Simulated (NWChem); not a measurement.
All runs are NWChem calculations. System: CH$_{3}$Be (+1), charge 1, spin multiplicity 1, at a geometry optimised with PBE0/def2-SVP. The structure started from a generated list of species. Level: EOM-CCSD/def2-SVPD, 2 core orbitals frozen.

The NWChem input:

```
start mol
memory heap 100 mb stack 700 mb global 1900 mb
charge 1
geometry units angstroms nocenter noautoz
  Be     0.708735    -1.005850     0.000000
  C     -0.242259     0.343817     0.000000
  H     -0.884848     0.354477     0.899196
  H     -0.884848     0.354477    -0.899196
  H      0.388306     1.251547     0.000000
  symmetry group Cs
end
basis spherical
  * library def2-svpd
end
scf
  rhf
  nopen 0
  maxiter 100
  thresh 1e-7
  semidirect memsize 60000000 filesize 0
end
tce
  freeze core 2
  ccsd
  nroots 2
  2eorb
  2emet 13
  thresh 1e-5
  maxiter 200
  tilesize 24
end
task tce energy
```

NWChem printed:

```
             Northwest Computational Chemistry Package (NWChem) 7.3.0
             --------------------------------------------------------

                                NWChem Input Module
                                -------------------

 Scaling coordinates for geometry "geometry" by  1.889725989
 (inverse scale =  0.529177249)

 Turning off AUTOSYM since
 SYMMETRY directive was detected!

                             Geometry "geometry" -> ""
                             -------------------------

 Output coordinates in angstroms (scale by  1.889725989 to convert to a.u.)

  No.       Tag          Charge          X              Y              Z
 ---- ---------------- ---------- -------------- -------------- --------------
    1 Be                   4.0000     0.70873500    -1.00585000     0.00000000
    2 C                    6.0000    -0.24225900     0.34381700     0.00000000
    3 H                    1.0000    -0.88484800     0.35447700     0.89919600
    4 H                    1.0000    -0.88484800     0.35447700    -0.89919600
    5 H                    1.0000     0.38830600     1.25154700     0.00000000

 Effective nuclear repulsion energy (a.u.)      19.9781497556

            Nuclear Dipole moment (a.u.)
            ----------------------------
        X                 Y               Z
 ---------------- ---------------- ----------------
    -0.0000075589     0.0000056692     0.0000000000

      Symmetry information
      --------------------

 Group name             Cs
 Group number              2
 Group order               2
 No. of unique centers     4

      Symmetry unique atoms

     1    2    3    5


 Summary of "ao basis" -> "" (spherical)
 ------------------------------------------------------------------------------
       Tag                 Description            Shells   Functions and Types
 ---------------- ------------------------------  ------  ---------------------
 *                         def2-svpd                  on all atoms

 Summary of "ao basis" -> "ao basis" (spherical)
 ------------------------------------------------------------------------------
       Tag                 Description            Shells   Functions and Types
 ---------------- ------------------------------  ------  ---------------------
 Be                        def2-svpd                 6       12   3s3p
 C                         def2-svpd                 8       20   4s2p2d
 H                         def2-svpd                 4        8   2s2p

                                 NWChem SCF Module
                                 -----------------

  ao basis        = "ao basis"
  functions       =    56
  atoms           =     5
  closed shells   =     6
  open shells     =     0
  charge          =   1.00
  wavefunction    = RHF
  use symmetry    = T
  symmetry adapt  = T

 Summary of "ao basis" -> "ao basis" (spherical)
 ------------------------------------------------------------------------------
       Tag                 Description            Shells   Functions and Types
 ---------------- ------------------------------  ------  ---------------------
 Be                        def2-svpd                 6       12   3s3p
 C                         def2-svpd                 8       20   4s2p2d
 H                         def2-svpd                 4        8   2s2p

      Symmetry analysis of basis
      --------------------------

        a'         37
        a"         19

 Forming initial guess at       0.0s

      Superposition of Atomic Density Guess
      -------------------------------------

 Sum of atomic energies:         -53.67661951

 Renormalizing density from      13.00 to     12

      Non-variational initial energy
      ------------------------------

 Total energy =     -51.247137
 1-e energy   =    -101.363153
 2-e energy   =      30.137866
 HOMO         =      -0.854900
 LUMO         =      -0.416665

      Symmetry analysis of molecular orbitals - initial
      -------------------------------------------------

  Numbering of irreducible representations:

     1 a'          2 a"

  Orbital symmetries:

     1 a'          2 a'          3 a'          4 a'          5 a"
     6 a'          7 a'          8 a"          9 a'         10 a'
    11 a'         12 a"         13 a'         14 a'         15 a"
    16 a'

 Starting SCF solution at       0.2s

 ----------------------------------------------
         Quadratically convergent ROHF

 Convergence threshold     :          1.000E-07
 Maximum no. of iterations :          100
 Final Fock-matrix accuracy:          1.000E-09
 ----------------------------------------------

              iter       energy          gnorm     gmax       time
             ----- ------------------- --------- --------- --------
                 1      -53.6940984862  1.71D+00  4.81D-01      0.2
                 2      -53.8682995212  1.94D-01  6.88D-02      0.3
                 3      -53.8743004451  2.23D-02  1.50D-02      0.3
                 4      -53.8744678138  5.00D-04  3.01D-04      0.4
                 5      -53.8744678731  2.17D-07  1.37D-07      0.5
                 6      -53.8744678731  9.61D-09  3.27D-09      0.5

       Final RHF  results
       ------------------

         Total SCF energy =    -53.874467873058
      One-electron energy =   -108.149277699219
      Two-electron energy =     34.296660070606
 Nuclear repulsion energy =     19.978149755555

        Time for solution =      0.3s

       Symmetry analysis of molecular orbitals - final
       -----------------------------------------------

  Numbering of irreducible representations:
[...]
 pwtce:      F
 qducc:      F
 nacto:                         0
 nrotv:                         0
 nrot:                          0

            Memory Information
            ------------------
          Available GA space size is     249033664 doubles
          Available MA space size is     104855212 doubles

 Maximum block size supplied by input
 Maximum block size        24 doubles

 tile_dim =     18

 -------------------------------------------------
   1    alpha     a'     3 doubles       0       1
   2    alpha     a"     1 doubles       3       2
   3    beta      a'     3 doubles       4       1
   4    beta      a"     1 doubles       7       2
   5    alpha     a'    16 doubles       8       5
   6    alpha     a'    16 doubles      24       6
   7    alpha     a"    18 doubles      40       7
   8    beta      a'    16 doubles      58       5
   9    beta      a'    16 doubles      74       6
  10    beta      a"    18 doubles      90       7

 Global array virtual files algorithm will be used

 Parallel file system coherency ......... OK

 4-electron integrals stored in orbital form

 v2    file size   =          1198402
 4-index algorithm nr.  13 is used
 imaxsize =       30
 imaxsize ichop =        0


CCSD iterations
 ---------------------------------------------------------
 Iter          Residuum       Correlation     Cpu    Wall
 ---------------------------------------------------------
    1   0.1049499169261  -0.1721198447690     0.1     0.1
    2   0.0303944227214  -0.1868772296279     0.1     0.1
    3   0.0114321761841  -0.1903962152270     0.1     0.1
    4   0.0050777306178  -0.1913994262282     0.1     0.1
    5   0.0025308884462  -0.1917881530992     0.1     0.1
    6   0.0009155814521  -0.1920627163248     0.1     0.1
    7   0.0005503090294  -0.1920781130264     0.1     0.1
    8   0.0003509028793  -0.1920832984270     0.1     0.1
    9   0.0002456403256  -0.1920875208576     0.1     0.1
   10   0.0001675608638  -0.1920914953631     0.1     0.1
   11   0.0000171156001  -0.1921002613395     0.1     0.1
   12   0.0000057209070  -0.1921007610627     0.1     0.1
 -----------------------------------------------------------------
 Iterations converged
 CCSD correlation energy / hartree =        -0.192100761062715
 CCSD total energy / hartree       =       -54.066568634120266

 Singles contributions

 Doubles contributions

 Ground-state symmetry is a'

 =========================================
 Excited-state calculation ( a'  symmetry)
 =========================================
 Dim. of EOMCC iter. space      500

 EOMCCSD SOLVER TYPE  1
  maxdiff =   0.48392726546248155

 No. of initial right vectors    2

 EOM-CCSD right-hand side iterations
 --------------------------------------------------------------
      Residuum       Omega / hartree  Omega / eV    Cpu    Wall
 --------------------------------------------------------------

 Iteration   1 using    2 trial vectors
   0.4284249349465   0.2545510758770    6.92669
   0.4829535532595   0.3414276251881    9.29072     0.3     0.3

 Iteration   2 using    4 trial vectors
   0.1133125260401   0.1683364406558    4.58067
   0.1042369326227   0.2418434203799    6.58090     0.2     0.2

 Iteration   3 using    6 trial vectors
   0.0486534867674   0.1618436702838    4.40399
   0.0424291633140   0.2359370834834    6.42018     0.2     0.2

 Iteration   4 using    8 trial vectors
   0.0177736118603   0.1602290980177    4.36006
   0.0151783077598   0.2347368692128    6.38752     0.2     0.2

 Iteration   5 using   10 trial vectors
   0.0054680681278   0.1598756548672    4.35044
   0.0052449873939   0.2343708821170    6.37756     0.2     0.2

 Iteration   6 using   12 trial vectors
   0.0020341391133   0.1598661132865    4.35018
   0.0025033150164   0.2342875779627    6.37529     0.2     0.2

 Iteration   7 using   14 trial vectors
   0.0010124539735   0.1598558532498    4.34990
   0.0031781500454   0.2342428044673    6.37407     0.2     0.2

 Iteration   8 using   16 trial vectors
   0.0004041026504   0.1598480825492    4.34969
   0.0034616578056   0.2342272565527    6.37365     0.2     0.2

 Iteration   9 using   18 trial vectors
   0.0001327436954   0.1598493256899    4.34972
   0.0022075355526   0.2342504054998    6.37428     0.3     0.3

 Iteration  10 using   20 trial vectors
   0.0000494132128   0.1598492745856    4.34972
   0.0015061875420   0.2342427285830    6.37407     0.2     0.2

 Iteration  11 using   22 trial vectors
   0.0000199498742   0.1598488980140    4.34971
   0.0010486607769   0.2342446531105    6.37412     0.2     0.2

 Iteration  12 using   24 trial vectors
   0.0000066377266   0.1598488842677    4.34971
   0.0006165381435   0.2342395969894    6.37399     0.2     0.2

 Iteration  13 using   25 trial vectors
   0.0000066377421   0.1598488842593    4.34971
   0.0003226479585   0.2342367606602    6.37391     0.1     0.1

 Iteration  14 using   26 trial vectors
   0.0000066377114   0.1598488842575    4.34971
   0.0001476870892   0.2342377959858    6.37394     0.1     0.1

 Iteration  15 using   27 trial vectors
   0.0000066376481   0.1598488842660    4.34971
   0.0000521435888   0.2342381866216    6.37395     0.1     0.1

 Iteration  16 using   28 trial vectors
   0.0000066376336   0.1598488842693    4.34971
   0.0000170748252   0.2342382311340    6.37395     0.1     0.1

 Iteration  17 using   29 trial vectors
   0.0000066376390   0.1598488842671    4.34971
   0.0000054143231   0.2342382857411    6.37395     0.1     0.1
 --------------------------------------------------------------
 Iterations converged
 ------------------

 Excited state root  1
 Excitation energy / hartree =        0.159848884267065
                   / eV      =        4.349711305934152
 largest EOMCCSD amplitudes: R1 and R2

 Singles contributions
     7a'  (alpha) ---     6a'  (alpha)       -0.8935483462

 Doubles contributions
     7a'  (alpha)     7a'  (beta ) ---     6a'  (alpha)     6a'  (beta )        0.3012679176
 ------------------

 Excited state root  2
 Excitation energy / hartree =        0.234238285741061
                   / eV      =        6.373950775084983
 largest EOMCCSD amplitudes: R1 and R2

 Singles contributions
     7a'  (alpha) ---     4a'  (alpha)        0.9020968539

 Doubles contributions
     7a'  (alpha)     7a'  (beta ) ---     4a'  (alpha)     6a'  (beta )       -0.1347118208
     7a'  (alpha)     7a'  (beta ) ---     6a'  (alpha)     4a'  (beta )       -0.1347118208

 =========================================
 Excited-state calculation ( a"  symmetry)
 =========================================
 Dim. of EOMCC iter. space      500

 EOMCCSD SOLVER TYPE  1
  maxdiff =   0.52088674475273589

 No. of initial right vectors    2

 EOM-CCSD right-hand side iterations
 --------------------------------------------------------------
      Residuum       Omega / hartree  Omega / eV    Cpu    Wall
 --------------------------------------------------------------

 Iteration   1 using    2 trial vectors
   0.4598616217352   0.3414276092180    9.29072
   0.4160039974300   0.3517600999490    9.57188     0.2     0.2

 Iteration   2 using    4 trial vectors
   0.1030391073088   0.2417117038959    6.57731
   0.1181125293062   0.2667641158087    7.25902     0.2     0.2

 Iteration   3 using    6 trial vectors
   0.0418818236357   0.2355736548285    6.41029
   0.0576497060917   0.2569170001882    6.99107     0.2     0.2

 Iteration   4 using    8 trial vectors
   0.0150551849969   0.2346138375859    6.38417
   0.0192568139703   0.2540459813371    6.91295     0.2     0.2

 Iteration   5 using   10 trial vectors
   0.0048843167178   0.2343223663206    6.37624
   0.0082190185281   0.2532115078651    6.89024     0.2     0.2

 Iteration   6 using   12 trial vectors
   0.0016100837039   0.2342538479982    6.37437
   0.0035667651638   0.2530885954982    6.88689     0.2     0.2

 Iteration   7 using   14 trial vectors
   0.0009168129549   0.2342357155879    6.37388
   0.0018712748427   0.2530583851569    6.88607     0.2     0.2

 Iteration   8 using   16 trial vectors
   0.0006113466396   0.2342352285377    6.37387
   0.0012393362972   0.2530510944827    6.88587     0.2     0.2

 Iteration   9 using   18 trial vectors
   0.0003152608903   0.2342378282483    6.37394
   0.0007213884180   0.2530658473663    6.88628     0.2     0.2

 Iteration  10 using   20 trial vectors
   0.0001327378503   0.2342374394348    6.37393
   0.0003394190669   0.2530675494153    6.88632     0.2     0.2

 Iteration  11 using   22 trial vectors
   0.0000516587652   0.2342382820359    6.37395
   0.0001425526289   0.2530643453082    6.88623     0.2     0.2

 Iteration  12 using   24 trial vectors
   0.0000195905652   0.2342383333754    6.37395
   0.0000552671742   0.2530629536649    6.88620     0.2     0.2

 Iteration  13 using   26 trial vectors
   0.0000070631781   0.2342382357313    6.37395
   0.0000198395175   0.2530629496303    6.88620     0.2     0.2

 Iteration  14 using   27 trial vectors
   0.0000027638289   0.2342382002654    6.37395
   0.0000072145814   0.2530629422254    6.88620     0.1     0.1
 --------------------------------------------------------------
 Iterations converged
 ------------------

 Excited state root  1
 Excitation energy / hartree =        0.234238200265432
                   / eV      =        6.373948449173795
 largest EOMCCSD amplitudes: R1 and R2

 Singles contributions
     7a'  (alpha) ---     5a"  (alpha)        0.9077919235

 Doubles contributions
     7a'  (alpha)     7a'  (beta ) ---     6a'  (alpha)     5a"  (beta )       -0.1355625819
     7a'  (alpha)     7a'  (beta ) ---     5a"  (alpha)     6a'  (beta )       -0.1355625819
 ------------------

 Excited state root  2
 Excitation energy / hartree =        0.253062942225441
                   / eV      =        6.886195959127887
 largest EOMCCSD amplitudes: R1 and R2

 Singles contributions
     8a"  (alpha) ---     6a'  (alpha)       -0.8744185344
    11a"  (alpha) ---     6a'  (alpha)        0.2051433205
    21a"  (alpha) ---     6a'  (alpha)        0.1092834461

 Doubles contributions
     7a'  (alpha)     8a"  (beta ) ---     6a'  (alpha)     6a'  (beta )        0.1810364914
     8a"  (alpha)     7a'  (beta ) ---     6a'  (alpha)     6a'  (beta )        0.1810364914

 Task  times  cpu:        9.9s     wall:        9.9s

 Total times  cpu:       10.0s     wall:       10.0s
```
